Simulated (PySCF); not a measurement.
Gas-phase reaction: 2 CH3GeH3 + C3H7 (i-propyl) ⇌ 2 GeH2 + 5 CH3

Method: PySCF energies plus ideal-gas RRHO corrections (1 bar). † marks an energy on the PBE0/def2-TZVP geometry and frequencies; other levels use their own. CCSD(T) freezes the core. 6-31G* has spherical d functions here. Open shells (unrestricted): C3H7 (i-propyl) (multiplicity 2), CH3 (multiplicity 2); the rest are closed-shell singlets. Ge: all electrons, no relativistic terms. GeH2: computed as isolated molecules; such fragments, hydroxides, amides, oligomers or adducts are transient or little studied in the gas. CCSD(T) isn't extrapolated to the basis-set limit.

CCSD(T)/def2-SVP† gives ΔH°(298 K) = 1054 kJ.

Q: What do PBE0/def2-SVP†, r2SCAN/def2-TZVP†, HF/6-31G* give?

A: PBE0/def2-SVP†: 1116 kJ; r2SCAN/def2-TZVP†: 1042 kJ; HF/6-31G*: 761 kJ. For scale, ΔH°(298 K) is 1054 kJ at this level, 1078 kJ at ωB97M-V/def2-TZVP†, and runs from 753 to 1329 kJ over the 19 levels computed.
